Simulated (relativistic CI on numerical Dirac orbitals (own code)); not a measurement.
Computed by Dirac equation for one electron, model QED (radiative potential, 1s self-energy scaled to tabulated hydrogen-like ionisation energies) (own radial code, finite nucleus).

Configurations in the expansion: 1s, 2s, 2p, 3s, 3p, 3d, 4s, 4p, 4d, 4f, 5s, 5p, 5d, 5f, 5g, 6s, 6p, 6d. Levels of other configurations are missing.

Outline of the computed level scheme of Ga XXXI. Lowest level of each configuration: 1s 2S_1/2 at 0.0 eV; 2p 2P°_1/2 at 9917.0 eV; 2s 2S_1/2 at 9918.1 eV; 3p 2P°_1/2 at 11767.7 eV; 3s 2S_1/2 at 11768.0 eV; 3d 2D_3/2 at 11780.5 eV; 4p 2P°_1/2 at 12413.6 eV; 4s 2S_1/2 at 12413.8 eV; 4d 2D_3/2 at 12419.0 eV.

Some strong electric-dipole decays among the lowest 14 levels: 2p 2P°_1/2 → 1s 2S_1/2 (5.8e+14 s⁻¹); 2p 2P°_3/2 → 1s 2S_1/2 (5.7e+14 s⁻¹); 3p 2P°_3/2 → 1s 2S_1/2 (1.5e+14 s⁻¹); 3p 2P°_1/2 → 1s 2S_1/2 (1.5e+14 s⁻¹); 4p 2P°_3/2 → 1s 2S_1/2 (6.3e+13 s⁻¹); 4p 2P°_1/2 → 1s 2S_1/2 (6.2e+13 s⁻¹); 3d 2D_5/2 → 2p 2P°_3/2 (6.0e+13 s⁻¹); 3d 2D_3/2 → 2p 2P°_1/2 (5.1e+13 s⁻¹).
